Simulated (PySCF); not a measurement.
## Checking a proposed structure

A compound C$_{4}$H$_{10}$OSi gives the data below (simulated from a calculation) and was assigned the structure `CO[C@@H]1C[C@@H]1[SiH3]`.

$^{13}$C{$^{1}$H} NMR (computed): δ 71.8 (CH2, 2C), 11.0 (CH2, 2C).

$^{1}$H NMR (500 MHz, computed): δ 4.21 (m, 2H), 4.00 (m, 4H), 0.81 (m, 4H).

PySCF calculation with GFN2-xTB structure and GIAO PBE0/pcSseg-1 shieldings; single conformer, no solvent, non-relativistic, fast rotation and ring inversion assumed for equivalent nuclei.

Shifts are taken against calculated references (same method and geometry level): TMS for $^{1}$H, $^{13}$C.

(1) Compare with the shifts computed for the proposed structure, pairing carbons in order of shift.

(2) Which isomer fits?

## Answers

(1) Atom-mapped SMILES (the numbers label the heavy atoms): `[CH3:1][O:2][C@@H:3]1[CH2:4][C@@H:5]1[SiH3:6]`; H(Xn) means a hydrogen on atom n.

```csv
atom,computed for proposal,given list,difference
C1,59.6,71.8,-12.2
C3,58.9,71.8,-12.9
C4,12.7,11.0,+1.7
C5,1.1,11.0,-9.9
```

The rms difference is 10.2 ppm and the largest -12.9 ppm at C3 (three-membered-ring carbon). The proposal also would give 4 carbon signals, not 2. The carbon types in order of shift don't match either: CH3, CH, CH2, CH for the proposal against CH2, CH2, CH2, CH2 in the data. The proposal doesn't fit.

(2) `C1C[SiH2]CCO1`.

1. Carbon types of the structure: 4 × CH2, leaving 2 H on heteroatoms.
2. δC 71.8: sp3 CH2 bonded to O; deshielded by the electronegative neighbour.
3. δC 11.0: sp3 CH2 bonded to Si; an electropositive neighbour leaves it electron-rich and shielded.
4. δH 4.00: hydrogen on an sp3 CH2 bonded to O; its carbon carries O, an electronegative neighbour.
5. δH 0.81: hydrogen on an sp3 CH2 bonded to Si; an electropositive neighbour shields it, as in TMS itself.

The shifts were computed for this structure.

Shifts are as computed. Against solution values, carbons near 30 ppm lie about +3 ppm off and those near 130 ppm about +5 ppm. Of 1211 compounds with measured shifts, 218 miss one by over three times the rms of a fit or turn the order of signals round; such compounds aren't used in these exercises. Multiplicities follow the n + 1 count of equivalent neighbours, as no J values were calculated; m marks all less simple cases, F and P coupling included.
